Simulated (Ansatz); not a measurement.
Geometry optimisation, RKS PBE0/def2-SVP in Ansatz 0.2.0.

The input (input.yaml):

```yaml
crystal:
  periodic: [false, false, false]
  atoms:
    - { symbol: Sn, position_ang: [0.376023, 0.156999, -0.139802] }
    - { symbol: H, position_ang: [0.045571, -0.324668, 1.495924] }
    - { symbol: H, position_ang: [2.076156, 0.084546, -0.365554] }
    - { symbol: H, position_ang: [-0.171322, 1.751008, -0.403488] }
    - { symbol: H, position_ang: [-0.375568, -0.943651, -1.218541] }
    - { symbol: O, position_ang: [-2.571729, -0.034235, 0.990376] }
    - { symbol: Al, position_ang: [-3.754976, -1.091997, 0.346074] }
    - { symbol: H, position_ang: [-3.657576, -2.658739, 0.611041] }
    - { symbol: H, position_ang: [-4.881031, -0.38763, -0.515011] }
    - { symbol: H, position_ang: [-1.819149, -0.289832, 1.56618] }
basis:
  gaussian: { orbitals: def2-SVP }
hamiltonian:
  xc: pbe0
relax:
  f_tol: 0.03
  max_steps: 50
```

Command:

```bash
$ ansatz run input.yaml --threads 2 --pin off --max-ram 3072MiB --backend cpu --events-out ev --progress --plain --runs-dir out
```

Q: Where does it end, and by what steps?

A: The forces met the threshold. The force dipped under the threshold on the way, but the program's further checks kept it going. After 24 steps the energy has fallen by 0.228 eV; H9 moved furthest, 1.37 Å.

| step | energy less start (eV) | largest force component (eV/Å) | accepted |
| --- | --- | --- | --- |
| 0 | 0.0000 | 0.842 | yes |
| 1 | -0.0309 | 0.304 | yes |
| 2 | 0.0067 | 0.660 | no |
| 3 | -0.0357 | 0.349 | yes |
| 4 | -0.0419 | 0.182 | yes |
| 5 | -0.0434 | 0.073 | yes |
| 6 | -0.0475 | 0.065 | yes |
| 7 | -0.0479 | 0.453 | yes |
| 8 | -0.0519 | 0.153 | yes |
| 9 | -0.0560 | 0.023 | yes |
| 10 | -0.0586 | 0.189 | yes |
| 11 | -0.0601 | 0.186 | yes |
| 12 | -0.0600 | 0.170 | no |
| 13 | -0.0651 | 0.074 | yes |
| 14 | -0.0685 | 0.063 | yes |
| 15 | -0.0743 | 0.144 | yes |
| 16 | -0.0845 | 0.377 | yes |
| 17 | -0.1144 | 0.519 | yes |
| 18 | -0.1718 | 0.429 | yes |
| 19 | -0.2181 | 0.145 | yes |
| 20 | -0.2128 | 0.125 | no |
| 21 | -0.2270 | 0.072 | yes |
| 22 | -0.2276 | 0.052 | yes |
| 23 | -0.2279 | 0.032 | yes |
| 24 | -0.2284 | 0.018 | yes |

```xyz
10
Properties=species:S:1:pos:R:3
Sn 0.047 0.074 -0.065
H 0.445 -0.440 1.508
H 1.361 -0.218 -1.133
H -0.501 1.674 -0.201
H -1.185 -1.016 -0.692
O -2.583 0.109 1.380
Al -3.033 -0.959 0.084
H -3.128 -2.522 0.377
H -3.690 -0.256 -1.175
H -2.467 -0.184 2.286
```

Time of the run: 61 s on 2 threads of Arm Neoverse V1 (shared host), peak memory 0.2 GiB.
